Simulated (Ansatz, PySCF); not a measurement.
CHClF2. Atoms are numbered in the order given.

```xyz
5

F     -1.0271     0.1532     1.0790
C     -0.4447    -0.3585     0.0000
F     -1.0271     0.1532    -1.0790
Cl     1.2765     0.0499     0.0000
H     -0.5454    -1.4548     0.0000
```
Charge 0, spin multiplicity 1.

The structure is a stationary point at PBE0-D3(BJ)/def2-SVP.

Vertical ionisation energy (IE) and electron affinity (EA) in eV. Rows of orbital energies are one-electron estimates. Where ΔSCF, EOM or ADC give a negative EA the extra electron is unbound and the value depends on the basis.

```tsv
level	IE	EA
−ε(HOMO), −ε(LUMO), r2SCAN/def2-TZVPD (PySCF)	8.48	0.67
−ε(HOMO), −ε(LUMO), PBE/def2-TZVPD (PySCF)	8.14	1.02
ΔSCF, PBE0/def2-SVPD (Ansatz), final states of multiplicity 2 and 2	12.50	-1.71
ΔSCF, PBE/def2-SVPD (Ansatz), final states of multiplicity 2 and 2	12.20	-1.55
```

Problem. What vertical singlet–triplet gap does ΔSCF give with PBE0/def2-SVPD (Ansatz, a program for electronic structure) and with PBE/def2-SVPD (Ansatz)? (The exact figures need the calculation; the answer reports its results.)

Solution. 7.29 and 7.16 eV (triplet above singlet where positive).
